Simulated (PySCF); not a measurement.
A structure optimised at PBE-D3(BJ)/def2-SVP, used in a PySCF frequency run:

```xyz
8

C     -1.6170     1.2634     0.0000
Ge     0.0332     0.2567     0.0000
F      1.0247     0.6541     1.3790
F      1.0247     0.6541    -1.3790
Cl    -0.2370    -1.8777     0.0000
H     -2.1981     1.0042     0.9046
H     -2.1981     1.0042    -0.9046
H     -1.3790     2.3439     0.0000
```
Charge 0, spin multiplicity 1.

Question: Write its SMILES, formula and point group.

Answer: [CH3][Ge]([F])([F])[Cl], CH₃ClF₂Ge, Cs

Question: What are its rotational constants (standard atomic weights)?

Answer: 3.2089, 2.0404, 1.9637 GHz
